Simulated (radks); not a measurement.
All-electron atom: Ir60+ in [Ne] 3s2 3p5. Calculated with a radial shooting solver on a logarithmic mesh with Libxc functionals: Dirac Kohn-Sham, PBEsol, spin-unpolarised, spherical densities, point nucleus; open shells are shared between the two j in proportion to 2j + 1.

Normalised radial functions P(r) = r R(r) (large component), r in bohr:

r          1s1/2    3s1/2    3p1/2
0.001247  2.2347   0.4380   0.0551
0.001547  2.6107   0.5096   0.0694
0.001921  3.0332   0.5887   0.0882
0.002384  3.4998   0.6741   0.1129
0.002958  4.0038   0.7632   0.1454
0.003672  4.5320   0.8516   0.1884
0.004557  5.0629   0.9322   0.2452
0.005656  5.5644   0.9948   0.3199
0.007019  5.9931   1.0251   0.4171
0.008711  6.2950   1.0048   0.5416
0.01081   6.4098   0.9125   0.6971
0.01342   6.2801   0.7261   0.8843
0.01665   5.8664   0.4283   1.0976
0.02067   5.1655   0.0162   1.3201
0.02565   4.2275  -0.4858   1.5179
0.03184   3.1602  -1.0117   1.6359
0.03951   2.1117  -1.4452   1.5978
0.04904   1.2282  -1.6283   1.3188
0.06086   0.6015  -1.4016   0.7366
0.07554   0.2381  -0.6827  -0.1398
0.09375   0.0724   0.4392  -1.1800
0.1164    0.0159   1.6558  -2.1229
0.1444    0.0023   2.5214  -2.6542
0.1792    0.0002   2.6847  -2.5729
0.2224    0.0000   2.1446  -1.9539
0.2761    0.0000   1.2791  -1.1358
0.3426    0.0000   0.5496  -0.4840
0.4252    0.0000   0.1603  -0.1420
0.5278    0.0000   0.0293  -0.0264

1s1/2: eigenvalue -80668 eV, 0 radial nodes, <r> = 0.0174 bohr, 90 % of the charge inside 0.0318 bohr. 3s1/2: eigenvalue -7015.5 eV, 2 radial nodes at r = 0.0208, 0.0867 bohr, <r> = 0.177 bohr, 90 % of the charge inside 0.258 bohr. 3p1/2: eigenvalue -6823.2 eV, 1 radial node at r = 0.0732 bohr, <r> = 0.166 bohr, 90 % of the charge inside 0.248 bohr.
